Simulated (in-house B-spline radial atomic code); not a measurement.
**Ionising the rhodium ion Rh³⁺ with different functionals**

Computed with a B-spline radial code for spherical atoms: scalar-relativistic (spin-free X2C) Hamiltonian, Fermi nucleus of rms radius 4.4945 fm, spin-polarised at highest spin, spherical fractional occupations for the functionals, and exact exchange of hybrids averaged over the configuration. The ionisation energy is the difference of two self-consistent energies, [Kr] 4d6 → [Kr] 4d5, without Breit or QED terms; ε is the level of the shell that loses the electron (its least bound occupied spin orbital). There is no spin-orbit coupling in this Hamiltonian.

```json
{"method": "PBE0", "rung": "global hybrid", "ΔSCF (eV)": "44.45", "-ε(4d) (eV)": "39.49"}
{"method": "B3LYP", "rung": "global hybrid", "ΔSCF (eV)": "44.76", "-ε(4d) (eV)": "39.31"}
{"method": "TPSSh", "rung": "global hybrid", "ΔSCF (eV)": "44.34", "-ε(4d) (eV)": "38.13"}
{"method": "BHandHLYP", "rung": "global hybrid", "ΔSCF (eV)": "44.40", "-ε(4d) (eV)": "41.41"}
{"method": "r2SCAN0", "rung": "global hybrid", "ΔSCF (eV)": "43.85", "-ε(4d) (eV)": "39.07"}
{"method": "B97-1", "rung": "global hybrid", "ΔSCF (eV)": "?", "-ε(4d) (eV)": "?"}
{"method": "HSE06", "rung": "range-separated hybrid", "ΔSCF (eV)": "?", "-ε(4d) (eV)": "?"}
{"method": "wB97X", "rung": "range-separated hybrid", "ΔSCF (eV)": "44.56", "-ε(4d) (eV)": "42.25"}
{"method": "CAM-B3LYP", "rung": "range-separated hybrid", "ΔSCF (eV)": "44.73", "-ε(4d) (eV)": "41.21"}
{"method": "LC-wPBE", "rung": "range-separated hybrid", "ΔSCF (eV)": "44.53", "-ε(4d) (eV)": "42.50"}
```

Problem. What does HSE06 give?

Solution. ΔSCF 44.42 eV, and -ε(4d) = 39.05 eV.

Problem. What does B97-1 give?

Solution. ΔSCF 44.80 eV, and -ε(4d) = 39.41 eV.

Problem. Among the functionals, which spreads more, the ΔSCF values or the orbital energies?

Solution. The orbital energies: ΔSCF values span about 0.95 eV and the orbital energies 4.36 eV; here energy differences depend much less on the functional than eigenvalues do.

Problem. How do they compare with the NIST value?

Solution. NIST lists 42 eV ± 1.7 (tabulated theory, ground level to ground level). Errors run from +1.85 to +2.80 eV; all lie within about twice that uncertainty, so the table can't rank the methods.
